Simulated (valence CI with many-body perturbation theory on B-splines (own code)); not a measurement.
**Ir XLVI: electric-dipole lines**

Computed by relativistic CI+MBPT: four valence electrons over a frozen Dirac-Fock core [Ar] 3d10, a basis of 11 s, 11 p, 10 d, 8 f, 5 g, 2 h functions for each j, with the one-electron correlation potential Σ1, the two-electron term Σ2, the three-electron term Σ3, Breit, model QED; selected CI, second order for the rest, scaled by the run's own slope (own B-spline code, finite nucleus).

No measured spectrum was set against this ion. As an estimate, large intervals hold to a few tenths of a per cent, small ones and those within an open d or f shell to about a per cent. Among the levels kept, up to 420 cm⁻¹ of a level comes from second order outside the variational space, and about a tenth of that is noise between levels of different J, which matters for small intervals.

Lines 151 to 200 of 550 in falling wavelength, among levels below 6009.8 × 10³ cm⁻¹, chosen from the strongest by gf and those to the six lowest levels. Wavelengths and rates use the calculated energies. Electric multipoles are in the length gauge, E1 and E2 with the static RPA response of the core. Weak lines are less certain than strong ones. Lines between different terms over intervals too small for the method are left out, as are lines whose strength nearly cancels. Where a level lies close to another of its J and parity, the split of strength between their lines is uncertain. The highest levels of a list are the least certain.

Levels are named by their leading jj configuration (3d3/2^4 stands for four electrons in 3d with j = 3/2), which in mixed levels can hold well under half, so a name can repeat and another be missing. Letters in brackets count levels of one name in rising energy.

```csv
λ vac (nm),Upper,Lower,A (s⁻¹),S (a.u.) with core polarisation,S without
6.225,(4s^2 4p3/2 4d5/2) J=1,(4s^2 4p3/2^2) J=0,3.57e+11,1.27e-01,1.34e-01
6.225,(4s 4p1/2 4d5/2^2) J=2,(4s 4p1/2 4p3/2 4d3/2) J=1 [d],1.23e+11,7.32e-02,7.69e-02
6.224,(4s 4p1/2 4p3/2 4f7/2) J=4 [c],(4s 4p1/2 4p3/2 4d5/2) J=3 [a],1.51e+11,1.61e-01,1.70e-01
6.222,(4s 4p1/2 4d3/2 4d5/2) J=2 [a],(4s 4p1/2 4p3/2 4d3/2) J=2 [a],1.21e+11,7.20e-02,7.58e-02
6.220,(4s 4p1/2 4p3/2 4f7/2) J=4 [e],(4s 4p1/2 4p3/2 4d5/2) J=3 [b],3.18e+11,3.40e-01,3.58e-01
6.215,(4s 4p1/2 4d3/2 4d5/2) J=2 [a],(4s 4p1/2 4p3/2 4d3/2) J=1 [a],1.09e+11,6.48e-02,6.84e-02
6.212,(4s 4p1/2 4p3/2 4d5/2) J=3 [d],(4s 4p1/2 4p3/2^2) J=2 [b],5.38e+11,4.45e-01,4.69e-01
6.209,(4p1/2^2 4p3/2 4d5/2) J=3,(4p1/2^2 4p3/2^2) J=2,5.83e+11,4.82e-01,5.08e-01
6.209,(4s 4p1/2 4d3/2 4d5/2) J=4 [b],(4s 4p1/2 4p3/2 4d3/2) J=4,5.17e+10,5.50e-02,5.80e-02
6.204,(4s^2 4p3/2 4f5/2) J=3,(4s^2 4p3/2 4d3/2) J=2,8.19e+10,6.75e-02,7.06e-02
6.199,(4s 4p1/2 4p3/2 4d5/2) J=1 [b],(4s 4p1/2 4p3/2^2) J=0,2.84e+11,1.00e-01,1.05e-01
6.197,(4s 4p1/2 4d5/2^2) J=3 [a],(4s 4p1/2 4p3/2 4d5/2) J=3 [a],2.87e+11,2.36e-01,2.49e-01
6.196,(4s 4p1/2 4p3/2 4d5/2) J=2 [c],(4s 4p1/2 4p3/2^2) J=1 [a],2.37e+11,1.39e-01,1.46e-01
6.186,(4s 4p3/2^2 4d3/2) J=2 [a],(4s^2 4p3/2 4d5/2) J=2,6.55e+10,3.82e-02,4.03e-02
6.184,(4s 4p1/2 4p3/2 4d5/2) J=2 [d],(4s 4p1/2 4p3/2^2) J=1 [b],5.01e+11,2.92e-01,3.08e-01
6.179,(4s 4p1/2 4d5/2^2) J=2,(4s 4p1/2 4p3/2 4d5/2) J=2 [a],1.39e+11,8.07e-02,8.51e-02
6.175,(4s 4p1/2 4p3/2 4f7/2) J=5 [d],(4s 4p1/2 4p3/2 4d5/2) J=4 [b],2.38e+11,3.04e-01,3.20e-01
6.163,(4s 4p1/2 4d3/2 4d5/2) J=1 [a],(4s 4p1/2 4p3/2 4d3/2) J=1 [a],2.10e+11,7.27e-02,7.66e-02
6.158,(4s 4p1/2 4p3/2 4f7/2) J=3 [b],(4s 4p1/2 4p3/2 4d3/2) J=2 [c],5.72e+10,4.62e-02,4.86e-02
6.155,(4s 4p1/2 4p3/2 4d3/2) J=3 [b],(4s^2 4p1/2 4d5/2) J=2,7.94e+10,6.39e-02,6.73e-02
6.154,(4s 4p1/2 4d3/2 4d5/2) J=1 [a],(4s 4p1/2 4p3/2 4d3/2) J=0 [a],1.83e+11,6.30e-02,6.65e-02
6.142,(4s 4p3/2^2 4d5/2) J=2 [a],(4s 4p3/2^3) J=2,2.55e+11,1.46e-01,1.54e-01
6.135,(4s 4p1/2 4p3/2 4d5/2) J=2 [d],(4s 4p1/2 4p3/2^2) J=2 [b],9.61e+10,5.48e-02,5.78e-02
6.116,(4s 4p1/2 4d5/2^2) J=4,(4s 4p1/2 4p3/2 4d5/2) J=4 [a],8.95e+10,9.10e-02,9.60e-02
6.109,(4s 4p3/2^2 4d3/2) J=3 [a],(4s^2 4p3/2 4d5/2) J=2,9.95e+10,7.84e-02,8.25e-02
6.105,(4p1/2^2 4p3/2 4d3/2) J=3,(4s 4p1/2^2 4d5/2) J=2,6.05e+10,4.76e-02,5.00e-02
6.100,(4s 4p1/2 4d5/2^2) J=4,(4s 4p1/2 4p3/2 4d3/2) J=3 [b],2.34e+11,2.36e-01,2.48e-01
6.094,(4s 4p1/2 4d3/2 4d5/2) J=4 [b],(4s 4p1/2 4p3/2 4d3/2) J=3 [a],4.24e+10,4.26e-02,4.49e-02
6.087,(4s 4p1/2 4p3/2 4d5/2) J=3 [b],(4s 4p1/2 4p3/2^2) J=2 [a],2.02e+11,1.57e-01,1.66e-01
6.084,(4s 4p3/2^2 4d3/2) J=2 [b],(4s^2 4p3/2 4d5/2) J=1,1.35e+11,7.49e-02,7.89e-02
6.071,(4s 4p1/2 4p3/2 4f7/2) J=5 [b],(4s 4p1/2 4p3/2 4d5/2) J=4 [a],7.73e+10,9.39e-02,9.86e-02
6.062,(4s 4p1/2 4p3/2 4d5/2) J=2 [d],(4s 4p1/2 4p3/2^2) J=1 [a],2.04e+11,1.12e-01,1.19e-01
6.059,(4s 4p1/2^2 4d5/2) J=2,(4s 4p1/2^2 4p3/2) J=2,7.90e+10,4.34e-02,4.58e-02
6.052,(4s 4p1/2 4p3/2 4f7/2) J=4 [e],(4s 4p1/2 4p3/2 4d5/2) J=3 [a],1.39e+11,1.37e-01,1.44e-01
6.048,(4s^2 4d5/2^2) J=4,(4s^2 4p3/2 4d3/2) J=3,6.40e+10,6.28e-02,6.59e-02
6.046,(4s 4p1/2 4p3/2 4f5/2) J=3 [b],(4s 4p1/2 4p3/2 4d3/2) J=2 [c],1.33e+11,1.01e-01,1.06e-01
6.041,(4s 4p1/2 4p3/2 4d5/2) J=4 [c],(4s 4p1/2 4p3/2^2) J=3,5.05e+11,4.95e-01,5.21e-01
6.037,(4s 4p1/2 4p3/2 4f5/2) J=4 [b],(4s 4p1/2 4p3/2 4d3/2) J=3 [c],1.76e+11,1.72e-01,1.81e-01
6.032,(4s 4p1/2 4p3/2 4f7/2) J=2 [b],(4s 4p1/2 4p3/2 4d5/2) J=2 [a],8.84e+10,4.79e-02,5.05e-02
6.031,(4s 4p1/2 4p3/2 4f7/2) J=3 [d],(4s 4p1/2 4p3/2 4d5/2) J=2 [a],6.88e+10,5.22e-02,5.48e-02
6.030,(4s 4p1/2 4p3/2 4f5/2) J=1 [b],(4s 4p1/2 4p3/2 4d3/2) J=1 [c],1.29e+11,4.20e-02,4.42e-02
6.023,(4s 4p3/2^2 4d5/2) J=2 [b],(4s 4p3/2^3) J=2,7.73e+11,4.17e-01,4.40e-01
6.016,(4s 4p1/2 4d3/2 4d5/2) J=3 [b],(4s 4p1/2 4p3/2 4d3/2) J=3 [a],1.08e+11,8.14e-02,8.60e-02
6.011,(4s 4p3/2^2 4d5/2) J=4 [b],(4s^2 4p3/2 4d5/2) J=3,6.65e+11,6.41e-01,6.76e-01
6.007,(4s 4p3/2^2 4d5/2) J=2 [c],(4s 4p3/2^3) J=1,1.16e+12,6.21e-01,6.55e-01
6.001,(4s 4p1/2 4d3/2 4d5/2) J=2 [b],(4s 4p1/2 4p3/2 4d3/2) J=3 [a],1.14e+11,6.10e-02,6.44e-02
6.001,(4s^2 4p3/2 4d5/2) J=3,(4s^2 4p3/2^2) J=2,8.66e+11,6.47e-01,6.82e-01
5.975,(4s 4p1/2 4p3/2 4f5/2) J=2 [b],(4s 4p1/2 4p3/2 4d3/2) J=2 [c],1.95e+11,1.03e-01,1.08e-01
5.966,(4s 4p1/2 4p3/2 4f5/2) J=2 [b],(4s 4p1/2 4p3/2 4d3/2) J=1 [b],7.22e+10,3.78e-02,3.98e-02
5.966,(4s 4p1/2 4d5/2^2) J=1 [b],(4s 4p1/2 4p3/2 4d5/2) J=2 [b],1.66e+11,5.22e-02,5.52e-02
```
